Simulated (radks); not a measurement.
The iron ion Fe4+, 22 electrons, occupied as [Ar] 3d4.

All-electron calculation, scalar-relativistic Kohn-Sham, PBEsol, spin-polarised, spherical densities, finite nucleus; open shells are filled with parallel spins first; Fermi nuclear charge, rms radius 3.7377 fm. Program: a radial shooting solver on a logarithmic mesh with Libxc functionals.

Energy parts (hartree):
total: -1267.32295
kinetic: 1282.50626
electron-nucleus: -2983.76441
Hartree: 486.78440
exchange-correlation: -52.84920

Orbitals (lengths in bohr, moments of r in powers of bohr; r(max) is where P^2 peaks):
orbital  occ.  eigenvalue (hartree)  <1/r>   r(max)      <r>     <r^2>
1s down     1             -259.1482  25.96  0.03829  0.05850  0.004602
1s up       1             -259.1480  25.96  0.03829  0.05850  0.004602
2s up       1             -32.37981  5.548   0.2227   0.2674   0.08442
2s down     1             -32.28908  5.560   0.2225   0.2669   0.08407
2p up       3             -27.92559  5.446   0.1800   0.2359   0.06842
2p down     3             -27.85668  5.456   0.1798   0.2353   0.06805
3s up       1              -5.66505  1.784   0.6956   0.7945    0.7256
3s down     1              -5.47301  1.773   0.6969   0.7979    0.7322
3p up       3              -4.40068  1.658   0.7045   0.8277    0.8012
3p down     3              -4.21170  1.646   0.7065   0.8333    0.8129
3d up       4              -2.39931  1.391   0.6730   0.9117     1.023
3d down     0              -2.21399  1.367   0.6810   0.9334     1.078

The highest occupied level is 3d up at -65.289 eV. Spin moment in Bohr magnetons: 4.
